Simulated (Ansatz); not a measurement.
Si₈O₂₆H₂₀. The state is a triplet with charge 0. Geometry PBE-D4/def2-SVP, that of the neutral singlet.

Cartesian coordinates in Å:
```
Si 1.075 0.608 -0.229
Si -0.519 3.181 0.733
Si 3.134 -0.343 -2.153
Si -2.885 -0.459 2.073
Si -2.251 0.211 -2.591
Si 1.262 -2.084 1.474
Si 0.259 -1.678 -2.252
Si 1.479 1.934 2.551
O -3.716 -0.114 -3.287
O -2.470 0.832 -1.071
O -2.122 3.151 1.100
O -1.294 1.117 -3.583
O -1.660 -1.425 -2.473
O 0.046 -3.117 -1.484
O 0.263 -0.104 -1.690
O 0.461 -1.842 -3.887
O 2.271 -1.801 -1.918
O -4.029 0.121 1.040
O -3.638 -1.220 3.339
O -1.973 0.867 2.573
O -0.114 1.839 -0.203
O -1.834 -1.589 1.417
O 0.188 -3.358 1.299
O 1.633 -1.732 3.031
O 0.615 -0.842 0.597
O 2.633 -2.553 0.589
O 4.756 -0.548 -1.901
O -0.167 4.522 -0.170
O 2.541 0.783 -1.116
O 2.823 -0.145 -3.777
O 0.402 3.132 2.139
O 0.689 0.797 3.573
O 1.945 1.159 1.207
O 2.678 2.517 3.533
H -4.334 0.632 -3.366
H -1.644 1.283 -0.725
H -2.300 2.407 1.738
H -0.383 1.093 -3.212
H -2.162 -2.099 -2.973
H -0.019 -3.226 -0.502
H 1.323 -1.487 -4.188
H 2.467 -2.268 -1.042
H -3.633 0.464 0.196
H -4.604 -1.105 3.319
H -1.109 0.721 3.029
H -1.117 -1.169 0.878
H -0.717 -3.067 1.592
H 1.339 -0.827 3.315
H 3.131 -3.315 0.936
H 5.052 -0.194 -1.042
H -0.746 5.280 0.018
H 3.149 0.671 -4.192
H 0.726 1.053 4.515
H 3.101 3.336 3.223
```

Single mean-field runs in def2-SVP are fitted with def2-universal-jkfit. At PBE-D4/def2-SVP the gap within one spin of the charge 0 triplet nearly closes, so an electron or hole may be smeared out by delocalisation error. In the triplet geometry the species has come apart into loosely held pieces. At PBE0-D4/def2-SVP a singlet of charge 0 lies 7.52 eV below the triplet at the same geometry.

Task: Estimate the α-spin orbital energies around the gap (eV) in Ansatz with PBE-D4/def2-SVP, PBE0-D4/def2-SVP.

Result: 
| orbital | PBE-D4/def2-SVP | PBE0-D4/def2-SVP |
| --- | --- | --- |
| HOMO−5 | -7.42 | -9.34 |
| HOMO−4 | -7.35 | -9.21 |
| HOMO−3 | -7.29 | -9.03 |
| HOMO−2 | -7.27 | -8.92 |
| HOMO−1 | -7.21 | -8.67 |
| HOMO | -1.10 | -1.27 |
| LUMO | -0.48 | 0.20 |
| LUMO+1 | -0.23 | 0.49 |
| LUMO+2 | -0.06 | 0.67 |
| LUMO+3 | 0.31 | 1.22 |
| LUMO+4 | 0.32 | 1.32 |
| LUMO+5 | 0.63 | 1.47 |
| β HOMO | -7.14 | -8.66 |
| β LUMO | -7.14 | -7.70 |
